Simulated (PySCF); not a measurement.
A calculated (MN15, PySCF 2.14, aug-cc-pVTZ with one added diffuse shell each of s, p, d, f type, no relativity, point nucleus) atom or ion has these occupied shells.

```
shell  electrons  orbital energy (eV)  rms radius, mean of both spins (bohr)
 1s α          1              -122.92                                  0.490
 1s β          1              -122.48                                  0.490
 2s α          1              -15.292                                   2.47
```

Task: Name the element and its charge.

Result: Be⁺ (beryllium, charge +1), in [He] 2s1, 2S determinant.
